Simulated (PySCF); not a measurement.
Vertical excitations of a molecule C3H8O2Si from TDDFT-LC-ωPBE/def2-SVPD (PySCF), as energy in eV (oscillator strength): 4.22 (0.001), 7.36 (0.083), 7.63 (0.003), 7.78 (0.018), 8.25 (0.036), 8.54 (0.001), 8.59 (0.057), 8.67 (0.069), 8.90 (0.002), 9.02 (0.009). Lowest triplet (TDA): 3.60 eV. Geometry optimised at B3LYP-D3(BJ)/def2-SVP. One conformer was computed; it need not be the lowest.

**Question.** Which molecule gave these data?
A. O[C@H]1C[C@@]1(O)[SiH3]
B. C=CO[Si@H](C)O
C. C[C@@H](C=O)[SiH2]O
D. CC(=O)[Si@H](C)O

**Answer.** C, C[C@@H](C=O)[SiH2]O
